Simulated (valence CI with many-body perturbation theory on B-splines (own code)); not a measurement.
Values are calculated unless marked as measured or tabulated.
## Ce18+: what the settings do

Method: valence CI with perturbative core correlation (CI+MBPT): four valence electrons over a frozen Dirac-Fock core [Kr], radial functions for each j: 6 s, 6 p, 5 d, 5 f, 1 g, with the one-electron correlation potential Σ1, the two-electron term Σ2, the three-electron term Σ3, Breit, model QED; selected CI, second order for the rest (own B-spline code, finite nucleus).

No measured spectrum was set against this ion. As an estimate, terms of the open shell hold to 2 to 4 % of their energy, and close levels can change places. Only levels of the ground parity were solved; by the run's estimate the other parity begins above the list, which can be wrong where configurations are misplaced.

The reference run has the lowest level 4d⁴ ⁵D_0 [a] and an ionisation energy of 509.647 eV. Its largest variational space holds 9914 state functions.

Names give the largest LS component (configuration and term), which can be under half, so a name can repeat, a term be missing and a line seem to break the LS rules; names also repeat where a configuration has a term twice. Letters in brackets count levels of one name in rising energy.

Changed runs:
A. natural orbitals for correlation on → off
B. screening of Σ1 on → off; scale of Σ2 1 → 0
C. Davidson tolerance 2e-05 → 0.001
D. size limit of the variational space 10000 → 100; second order for the rest on → off (bad on purpose)

Excitation energies of the reference run in cm⁻¹, and shifts in cm⁻¹:

| Level | Reference | A | B | C | D |
| --- | --- | --- | --- | --- | --- |
| 4d⁴ ⁵D_1 | 16704 | -342 | +134 | 0 | +1655 |
| 4d⁴ ⁵D_2 | 29042 | -405 | +348 | 0 | +2037 |
| 4d⁴ ⁵D_3 | 37310 | -301 | +595 | 0 | +4284 |
| 4d⁴ ⁵D_4 | 40339 | +17 | +1228 | 0 | +3156 |
| 4d⁴ ⁵D_0 [b] | 57255 | +226 | -549 | 0 | +806 |
| 4d⁴ ³H_4 | 59757 | +83 | +2623 | 0 | +3301 |
| 4d⁴ ³G_3 | 68442 | +465 | +2662 | 0 | +5656 |
| 4d⁴ ³F_2 | 70923 | +750 | +1381 | 0 | +4123 |
| 4d⁴ ³H_5 | 73420 | +312 | +3977 | 0 | +2617 |
| 4d⁴ ³P_1 | 76283 | +581 | +101 | 0 | +2288 |
| 4d⁴ ³H_6 | 79350 | +384 | +4707 | 0 | +1906 |
| 4d⁴ ³G_4 | 86264 | +548 | +3384 | 0 | +4291 |
| Ionisation energy (eV) | 509.647 | -0.105 | -1.697 | 0 | +0.026 |

No effect on these energies: C.
